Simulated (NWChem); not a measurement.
Species: C2H5BO2; SMILES CB1OCO1

```xyz
10

C     -0.0021     1.9689    -0.0002
B     -0.0027     0.4173     0.0087
O      1.0402    -0.5002     0.0037
C      0.0018    -1.4624    -0.0047
O     -1.0412    -0.5042     0.0037
H     -0.9675     2.3776     0.3305
H      0.7990     2.3690     0.6393
H      0.1874     2.3368    -1.0223
H      0.0026    -2.0792    -0.9195
H      0.0026    -2.0949     0.8992
```
Atoms are numbered in this order, from 1.

Results from NWChem. Structure relaxed at the PBE0/def2-SVP level.

**Question.** Estimate the computed values for PBE/def2-TZVP. Quantities: highest occupied level (eV); orbital gap (eV); dipole (D).

**Answer.** The highest occupied level (eV) is -7.47 and the orbital gap (eV) comes out as 7.40. The dipole (D) is 0.23.
